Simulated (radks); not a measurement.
The numbers below are computed, except where a source is named.
How relativity changes the ionisation of neutral nickel ([Ar] 3d8 4s2) to Ni+ ([Ar] 3d9). Spin-unpolarised spherical Kohn-Sham, LDA (Slater exchange, Perdew-Wang correlation), point nucleus unless stated (finite: rms radius 3.7757 fm), a radial shooting solver on a logarithmic mesh with Libxc functionals. A level marked "c x" has the speed of light scaled by that factor and shares open shells by 2j + 1; other Dirac levels either fill j = l - 1/2 first or share by 2j + 1.

\begin{tabular}{lrrrrr}
level & E(Ni) (hartree) & E(Ni+) (hartree) & IE (eV) & HOMO & <r> HOMO (bohr) \\ \hline
non-rel. & -1505.56896 & -1505.35052 & 5.944 & 4s & 2.824 \\
scalar-rel. & -1518.06006 & -1517.81944 & 6.548 & 4s & 2.783 \\
scalar-rel., finite nucleus & -1518.05417 & -1517.81355 & 6.548 & 4s & 2.783 \\
Dirac, 2j+1 shares & -1518.10173 & -1517.86111 & 6.548 & 4s1/2 & 2.783 \\
Dirac, low j first & -1518.10880 & -1517.86438 & 6.651 & 4s1/2 & 2.783 \\
Dirac, 2j+1 shares, finite nucleus & -1518.09584 & -1517.85522 & 6.548 & 4s1/2 & 2.783 \\
Dirac, c x 0.75 & -1528.21777 & -1527.95929 & 7.034 & 4s1/2 & 2.751 \\
Dirac, c x 0.85 & -1523.05545 & -1522.80607 & 6.786 & 4s1/2 & 2.767 \\
Dirac, c x 3 & -1506.93633 & -1506.71546 & 6.010 & 4s1/2 & 2.819 \\
\end{tabular}

NIST Atomic Spectra Database: 7.640 eV (measured). The relativistic part of the total energy of Ni is -12.53 hartree (Dirac, 2j+1 shares, finite nucleus), 0.83 % of the non-relativistic value. Spin polarisation and multiplet splitting of open shells are left out at every level.

Beside tabulated values, note that spin-unpolarised runs miss the spin-polarisation part of the exchange energy of open shells.
